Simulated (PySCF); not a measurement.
Compounds:
1. `InChI=1S/C4H4F2/c5-3-1-2-4-6/h1-4H/b3-1-,4-2+`
2. `C=C1[SiH2][C@H]1c1ccccc1`, C$_{9}$H$_{10}$Si
3. SMILES C(=O)/C=C/C(=O)CC[SiH3], C$_{6}$H$_{10}$O$_{2}$Si
4. `O=C1CC=C([SiH2]F)C1`, C$_{5}$H$_{7}$FOSi
5. SMILES C#C[Si@](F)(Cl)C#CC, C$_{5}$H$_{4}$ClFSi
6. `C1(=C)[C@@H](F)[C@H]1F`, C$_{4}$H$_{4}$F$_{2}$
7. SMILES C=C1CC1(F)F, C$_{4}$H$_{4}$F$_{2}$
8. `InChI=1S/C5H9F2NSi2/c6-5(7)4-1-2-10(3-4)8-9/h1-3,5,8,10H,9H3/t10-/m1/s1`
9. `C=C/C(F)=C\F`, C$_{4}$H$_{4}$F$_{2}$

PySCF 2.14 calculation with geometry: GFN2-xTB and GIAO PBE0/pcSseg-1 shieldings; a single conformation, no relativistic terms, no solvent model, one averaged value for each set of equivalent atoms.

δ = σ(ref) − σ, references computed at the same level: TMS for $^{1}$H (σ = 31.72 ppm) and $^{13}$C (σ = 186.93 ppm). Shifts are as computed. Against solution values, carbons near 30 ppm lie about +3 ppm off and those near 130 ppm about +5 ppm. Of 1309 compounds with measured shifts, 239 miss one by over three times the rms of a fit or turn the order of signals round; such compounds aren't used in these exercises. OH and NH positions are gas-phase values without hydrogen bonding to other molecules.

Q: Which show a $^{13}$C signal above 185 ppm?

A: 3 (212.6, 199.3: ketone carbonyl carbon, aldehyde carbonyl carbon); 4 (220.1: ketone carbonyl carbon).

Q: Which show a $^{1}$H signal above 9 ppm from a carbon-bound hydrogen?

A: 3 (10.08: hydrogen on an aldehyde carbonyl carbon).

Q: Which show a $^{13}$C signal below 10 ppm?

A: 3 (4.2: sp3 CH2 bonded to Si); 5 (5.5: propargylic methyl carbon).

Q: Which give exactly 3 $^{13}$C signals?

A: 6 (δ 137.3, 125.7, 71.5).
